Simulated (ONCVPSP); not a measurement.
**iodine (I): one change to an ONCV potential, before and after**

ONCVPSP 4.0.1 input, shortened (lines: element, Z, core and valence counts, functional; n l f; lmax; l rc ep ncon nbas qcut; lloc lpopt rc5 dvloc0; l nproj debl; icmod fcfact rcfact), PBE, scalar-relativistic:

```
  I 53.00    9    2        4      upf
    1    0    2.00
    2    0    2.00
    2    1    6.00
    3    0    2.00
    3    1    6.00
    3    2   10.00
    4    0    2.00
    4    1    6.00
    4    2   10.00
    5    0    1.00
    5    1    6.00
    2
    0    1.80    0.00    4    9    3.90
    1    1.80    0.00    3    6    5.10
    2    1.80    0.05    4    7    6.10
    4    5    1.30    0.00
    0    2    3.10
    1    2    3.90
    2    2    3.40
    3    2.00    1.10
```

Change: p: debl 1.35.

Cutoffs: the cutoffs (Ha) at which the residual kinetic energy of the hardest occupied pseudo-wave falls to 1 and 0.1 mHa per electron; they do not see the model core or the augmentation charge, which bear on the density cutoff. Errors are all-electron minus pseudo energies relative to the spin-unpolarised reference configuration.

Q: Predict the effect on cutoff, ghosts and configuration errors.

A: The potential gets neither clearly harder nor softer (11 Ha and 59 Ha → 11 Ha and 59 Ha); both files keep a bound ghost (d, s); the errors of the 4 common tests hardly move.

| quantity | base | changed |
| --- | --- | --- |
| cutoff, loose | 11 Ha | 11 Ha |
| cutoff, tight | 59 Ha | 59 Ha |
| bound ghosts | s, d | s, d |
| GHOST(+) flags under 300 eV | p at 108.7 eV | p at 60.4 eV |
| error for 5s2 5p5, meV [ΔE -10.41 eV] | -2.7 | -2.7 |
| error for 5s2 5p4, meV [ΔE 0.72 eV] | -9.4 | -9.5 |
| error for 5s2 5p3, meV [ΔE 20.56 eV] | -29 | -30 |
| error for 5s2 5p1, meV [ΔE 89.32 eV] | -118 | -120 |
| s: phases at 1.83 bohr within 0.05 rad from the reference energy up to (Ha; the scan ends near 5) | 4.9 | 4.9 |
| p: phases at 1.83 bohr within 0.05 rad from the reference energy up to (Ha; the scan ends near 5) | n/a | 2.1 |
| d: phases at 1.83 bohr within 0.05 rad from the reference energy up to (Ha; the scan ends near 5) | to the end of the scan | to the end of the scan |
| rms error of d²Exc/dni dnj with the model core, mHa | 3.48 | 3.48 |

Base: The cutoffs count occupied waves only; projector 2 of the d channel, the hardest unoccupied one, needs 69 Ha at the loose tolerance. Changed file: The cutoffs count occupied waves only; projector 2 of the d channel, the hardest unoccupied one, needs 69 Ha at the loose tolerance. A true bound ghost makes a file unfit for plane-wave use even where its test errors are small: the radial tests pick states by their node count and pass the ghost by.
